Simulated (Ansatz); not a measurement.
Wavefunction ladder for BClH$_{3}$OSi (`[SiH3]O[B]Cl`) radical

| atom | x (Å) | y (Å) | z (Å) |
| --- | --- | --- | --- |
| Si1 | 0.8629 | 0.5832 | 0.1246 |
| O2 | -0.5480 | -0.2921 | 0.2741 |
| B3 | -1.3022 | -0.9698 | -0.5779 |
| Cl4 | -2.7667 | -1.8034 | -0.1166 |
| H5 | 1.8549 | -0.0305 | 1.0351 |
| H6 | 1.3356 | 0.5411 | -1.2790 |
| H7 | 0.5634 | 1.9716 | 0.5397 |

Charge 0, multiplicity 2. The structure was optimised at the PBE0-D4/def2-TZVP level. It is one conformer, not always the lowest. Frozen core, unrestricted reference, Ansatz 0.2.0. CBS rows extrapolate triple and quadruple zeta; past MP2 they add the triple-zeta difference.

```json
{"basis": "def2-SVP", "HF (Eh)": "-849.48399", "MP2 corr.": "-0.47284", "CCSD corr.": "-0.51313", "(T)": "-0.01277", "CCSD(T) total": "-850.00989"}
{"basis": "def2-TZVPP", "HF (Eh)": "-849.87068", "MP2 corr.": "-0.61473", "CCSD corr.": "-0.65586", "(T)": "-0.02571", "CCSD(T) total": "-850.55225"}
{"basis": "def2-QZVPP", "HF (Eh)": "-849.89782", "MP2 corr.": "-0.66756", "CCSD corr.": "–", "(T)": "–", "CCSD(T) total": "–"}
{"basis": "CBS(def2)", "HF (Eh)": "-849.90156", "MP2 corr.": "-0.70670", "CCSD corr.": "-0.74783", "(T)": "as TZ", "CCSD(T) total": "-850.67510"}
```
